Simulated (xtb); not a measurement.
xtb input (GFN1-xTB):

```bash
xtb mol.xyz --gfn 1 --sp --chrg 0 --uhf 0
```
mol.xyz:
```
3

Se    -0.00000000    -0.00000000    -1.69647763
C      0.00000000     0.00000000     0.00000000
Se     0.00000000     0.00000000     1.69647763
```

Output:

```
           -------------------------------------------------
          |                Calculation Setup                |
           -------------------------------------------------

           -------------------------------------------------
          |                 G F N 1 - x T B                 |
           -------------------------------------------------

        Reference                      10.1021/acs.jctc.7b00118
      * Hamiltonian:
        H0-scaling (s, p, d)           1.850000    2.250000    2.000000
        zeta-weighting                 0.000000
      * Dispersion:
        s8                             2.400000
        a1                             0.630000
        a2                             5.000000
        s9                             0.000000
      * Repulsion:
        kExp                           1.500000
        rExp                           1.000000
      * Coulomb:
        alpha                          2.000000
        third order                    atomic
        anisotropic                    false
      * Halogen bond correction:
        rad-scale                      1.300000
        damping                        0.440000

          ...................................................
          :                      SETUP                      :
          :.................................................:
          :  # basis functions                  24          :
          :  # atomic orbitals                  22          :
          :  # shells                            8          :
          :  # electrons                        16          :
          :  # halogen bonds                     0          :
          :  max. iterations                   250          :
          :  Hamiltonian                  GFN1-xTB          :
          :  restarted?                      false          :
          :  GBSA solvation                  false          :
          :  PC potential                    false          :
          :  electronic temp.          300.0000000     K    :
          :  accuracy                    1.0000000          :
          :  -> integral cutoff          0.2500000E+02      :
          :  -> integral neglect         0.1000000E-07      :
          :  -> SCF convergence          0.1000000E-05 Eh   :
          :  -> wf. convergence          0.2000000E-04 e    :
          :  Broyden damping             0.4000000          :
          :  net charge                          0          :
          :  unpaired electrons                  0          :
          ...................................................

 iter      E             dE          RMSdq      gap      omega  full diag
   1     -8.7907948 -0.879079E+01  0.609E+00    3.18       0.0  T
   2     -8.7927729 -0.197807E-02  0.525E+00    2.71       1.0  T
   3     -8.8037136 -0.109407E-01  0.257E+00    3.04       1.0  T
   4     -8.8068624 -0.314881E-02  0.295E-02    2.92       2.0  T
   5     -8.8068639 -0.154706E-05  0.603E-03    2.93       9.6  T
   6     -8.8068640 -0.327116E-07  0.137E-04    2.93     420.9  T
   7     -8.8068640 -0.636540E-10  0.141E-06    2.93   40991.1  T

   *** convergence criteria satisfied after 7 iterations ***

         #    Occupation            Energy/Eh            Energy/eV
      -------------------------------------------------------------
         1        2.0000           -0.8739512             -23.7814
         2        2.0000           -0.8646010             -23.5270
         3        2.0000           -0.5695953             -15.4995
         4        2.0000           -0.4737018             -12.8901
         5        2.0000           -0.4634196             -12.6103
         6        2.0000           -0.4634196             -12.6103
         7        2.0000           -0.3841669             -10.4537
         8        2.0000           -0.3841669             -10.4537 (HOMO)
         9                         -0.2766109              -7.5270 (LUMO)
        10                         -0.2766109              -7.5270
        11                         -0.1711297              -4.6567
        12                         -0.1151105              -3.1323
        13                         -0.0376861              -1.0255
       ...                                ...                  ...
        22                          0.7757725              21.1098
      -------------------------------------------------------------
                  HL-Gap            0.1075561 Eh            2.9267 eV
             Fermi-level           -0.3303889 Eh           -8.9903 eV

 SCC (total)                   0 d,  0 h,  0 min,  0.006 sec
 SCC setup                      ...        0 min,  0.000 sec (  2.993%)
 Dispersion                     ...        0 min,  0.000 sec (  0.693%)
 classical contributions        ...        0 min,  0.000 sec (  0.537%)
 integral evaluation            ...        0 min,  0.002 sec ( 28.057%)
 iterations                     ...        0 min,  0.002 sec ( 29.921%)
 molecular gradient             ...        0 min,  0.002 sec ( 33.223%)
 printout                       ...        0 min,  0.000 sec (  4.239%)

         :::::::::::::::::::::::::::::::::::::::::::::::::::::
         ::                     SUMMARY                     ::
         :::::::::::::::::::::::::::::::::::::::::::::::::::::
         :: total energy              -8.749330143145 Eh    ::
         :: gradient norm              0.007127059793 Eh/a0 ::
         :: HOMO-LUMO gap              2.926749436879 eV    ::
         ::.................................................::
         :: SCC energy                -8.806863970241 Eh    ::
         :: -> electrostatic           0.000464361449 Eh    ::
         :: repulsion energy           0.058556370586 Eh    ::
         :: dispersion energy         -0.001022543490 Eh    ::
         :: halogen bond corr.         0.000000000000 Eh    ::
         :: add. restraining           0.000000000000 Eh    ::
         :: total charge              -0.000000000000 e     ::
         :::::::::::::::::::::::::::::::::::::::::::::::::::::

           -------------------------------------------------
          |                Property Printout                |
           -------------------------------------------------

    * Orbital Energies and Occupations

         #    Occupation            Energy/Eh            Energy/eV
      -------------------------------------------------------------
         1        2.0000           -0.8739512             -23.7814
         2        2.0000           -0.8646010             -23.5270
         3        2.0000           -0.5695953             -15.4995
         4        2.0000           -0.4737018             -12.8901
         5        2.0000           -0.4634196             -12.6103
         6        2.0000           -0.4634196             -12.6103
         7        2.0000           -0.3841669             -10.4537
         8        2.0000           -0.3841669             -10.4537 (HOMO)
         9                         -0.2766109              -7.5270 (LUMO)
        10                         -0.2766109              -7.5270
        11                         -0.1711297              -4.6567
        12                         -0.1151105              -3.1323
        13                         -0.0376861              -1.0255
        14                         -0.0376861              -1.0255
        15                         -0.0366607              -0.9976
        16                         -0.0366607              -0.9976
        17                         -0.0330848              -0.9003
        18                         -0.0330848              -0.9003
        19                          0.1035244               2.8170
       ...                                ...                  ...
Note: The following floating-point exceptions are signalling: IEEE_DENORMAL
normal termination of xtb
        22                          0.7757725              21.1098
      -------------------------------------------------------------
                  HL-Gap            0.1075561 Eh            2.9267 eV
             Fermi-level           -0.3303889 Eh           -8.9903 eV

  Mulliken/CM5 charges         n(s)   n(p)   n(d)
     1Se   -0.01076 -0.00238   1.936  4.086 -0.012
     2C     0.02152  0.00477   1.219  2.759  0.000
     3Se   -0.01076 -0.00238   1.936  4.086 -0.012

Wiberg/Mayer (AO) data.
largest (>0.10) Wiberg bond orders for each atom

 ---------------------------------------------------------------------------
     #   Z sym  total        # sym  WBO       # sym  WBO       # sym  WBO
 ---------------------------------------------------------------------------
     1  34 Se   2.461 --     2 C    1.963     3 Se   0.498
     2   6 C    3.926 --     1 Se   1.963     3 Se   1.963
     3  34 Se   2.461 --     2 C    1.963     1 Se   0.498
 ---------------------------------------------------------------------------

Topologies differ in total number of bonds
Writing topology from bond orders to xtbtopo.mol

 dipole moment from electron density (au)
     X       Y       Z
  -0.0000   0.0000  -0.0000  total (Debye):    0.000

           -------------------------------------------------
          | TOTAL ENERGY               -8.749330143145 Eh   |
          | GRADIENT NORM               0.007127059793 Eh/α |
          | HOMO-LUMO GAP               2.926749436879 eV   |
           -------------------------------------------------

------------------------------------------------------------------------
------------------------------------------------------------------------
 total:
 SCF:
```
